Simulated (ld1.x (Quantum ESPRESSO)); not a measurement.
Reading a pseudo-wave (Ca)

Columns: radius, all-electron u(r) and pseudo u(r) of the 3s shell (level -47.09 eV) of calcium in the configuration [Ne] 3s2 3p6 3d0 4s2 4p0; PBE, scalar-relativistic, TM scheme, ld1.x (Quantum ESPRESSO) 7.5.

| r (bohr) | all-electron | pseudo |
| --- | --- | --- |
| 0.078 | 0.1481 | 0.0516 |
| 0.155 | -0.3178 | 0.1058 |
| 0.232 | -0.5275 | 0.1665 |
| 0.310 | -0.4594 | 0.2383 |
| 0.388 | -0.2296 | 0.3237 |
| 0.465 | 0.0541 | 0.4234 |
| 0.542 | 0.3314 | 0.5378 |
| 0.620 | 0.5729 | 0.6633 |
| 0.698 | 0.7621 | 0.7880 |
| 0.775 | 0.8961 | 0.8963 |
| 0.852 | 0.9814 | 0.9771 |
| 0.930 | 1.0254 | 1.0233 |
| 1.008 | 1.0350 | 1.0346 |
| 1.085 | 1.0185 | 1.0185 |
| 1.162 | 0.9830 | 0.9830 |
| 1.240 | 0.9337 | 0.9337 |
| 1.318 | 0.8757 | 0.8757 |
| 1.395 | 0.8139 | 0.8139 |
| 1.472 | 0.7501 | 0.7501 |
| 1.550 | 0.6858 | 0.6858 |
| 1.628 | 0.6233 | 0.6233 |
| 1.705 | 0.5644 | 0.5644 |
| 1.782 | 0.5089 | 0.5089 |
| 1.860 | 0.4565 | 0.4565 |
| 1.938 | 0.4083 | 0.4083 |
| 2.015 | 0.3646 | 0.3646 |

Task: How many radial nodes do the two functions have?

Result: The all-electron 3s function has n − l − 1 = 2; the pseudo-wave has 0, since the states of the same l below it are removed with the core.

Task: At about which radius was the pseudo-wave matched?

Result: 1.15 bohr. The columns agree to 0.0005 from 1.01 bohr on; several derivatives are matched, so the curves merge somewhat inside the radius.

Task: Is the pseudo-wave norm-conserving?

Result: Yes: the TM scheme keeps the norm inside the radius equal to the all-electron one, which fixes the energy derivative of the logarithmic derivative at the level.
